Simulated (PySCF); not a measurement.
# Frontier orbitals and the lowest excitations

Species: SnH2Me(SiH3), CH₈SiSn.
Geometry (PBE0-D3(BJ)/def2-SVP, Å), atoms numbered from 1 in this order:
```xyz
11
CH8SiSn angstrom
Sn     0.7558    0.1524    0.5346
H      0.7764    0.1491    2.2538
H      2.3832    0.1656   -0.0189
C     -0.2373    1.9375   -0.1542
H      0.2746    2.8251    0.2433
H     -1.2810    1.9437    0.1890
H     -0.2200    1.9766   -1.2520
Si    -0.4295   -1.9640   -0.3180
H     -1.8206   -2.0390    0.2275
H      0.3104   -3.1925    0.1066
H     -0.5121   -1.9545   -1.8116
```

Method used: TDDFT wB97X-D/def2-SVPD, vertical, gas phase, core orbitals frozen in the response, def2 core potentials past Kr (PySCF 2.14.0, density-fitted response routines). Spin–orbit coupling is left out.

Frontier orbitals with the atoms that hold most of them (Löwdin shares over 4%, at most four atoms; ? is withheld):

```json
{"orbital": "HOMO-3", "ε (eV)": "-11.80", "atoms": "Si8 43%, H10 32%, H11 10%, H9 9%"}
{"orbital": "HOMO-2", "ε (eV)": "-10.62", "atoms": "Sn1 38%, H2 24%, H3 24%, Si8 5%"}
{"orbital": "HOMO-1", "ε (eV)": "-10.25", "atoms": "C4 34%, Sn1 28%, H2 9%, H3 9%"}
{"orbital": "HOMO", "ε (eV)": "?", "atoms": "?"}
{"orbital": "LUMO", "ε (eV)": "1.46", "atoms": "?"}
{"orbital": "LUMO+1", "ε (eV)": "1.71", "atoms": "Si8 25%, Sn1 22%, C4 18%, H10 10%"}
{"orbital": "LUMO+2", "ε (eV)": "1.87", "atoms": "Si8 36%, Sn1 30%, H9 8%, H11 7%"}
```

**Question.** Give the leading atoms of the LUMO.

**Answer.** Sn1 (bonded to C, Si and 2 H) 43%; Si8 (bonded to Sn and 3 H) 16%; H2 (bonded to Sn) 9%; H3 (bonded to Sn) 9%. By element: tin 43%, hydrogen 18% or more, silicon 16%.

**Question.** Give the leading atoms of the HOMO.

**Answer.** Si8 (bonded to Sn and 3 H) 35%; Sn1 (bonded to C, Si and 2 H) 30%; C4 (bonded to Sn and 3 H) 10%; H10 (bonded to Si) 5%.

**Question.** What is the HOMO energy, and the HOMO–LUMO gap?

**Answer.** ε(HOMO) = -9.47 eV; the gap is 10.94 eV (0.4019 hartree).

**Question.** How does S1 compare with the orbital gap of 10.94 eV?

**Answer.** S1 is at 6.81 eV (f = 0.048), 4.13 eV below the gap, made of HOMO→LUMO (54%), HOMO→LUMO+1 (33%). 

Next come S2 at 7.04 eV (f 0.029), HOMO→LUMO+3 (92%); S3 at 7.19 eV (f 0.155), HOMO→LUMO+1 (31%), HOMO→LUMO (31%), HOMO→LUMO+2 (28%); S4 at 7.39 eV (f 0.499), HOMO→LUMO+2 (65%), HOMO→LUMO+1 (22%); S5 at 7.58 eV (f 0.173), HOMO-1→LUMO (84%).

Löwdin shares depend on the basis, the more so with diffuse functions.

The run took 60 s on one thread of an Arm Neoverse V1 (shared host).
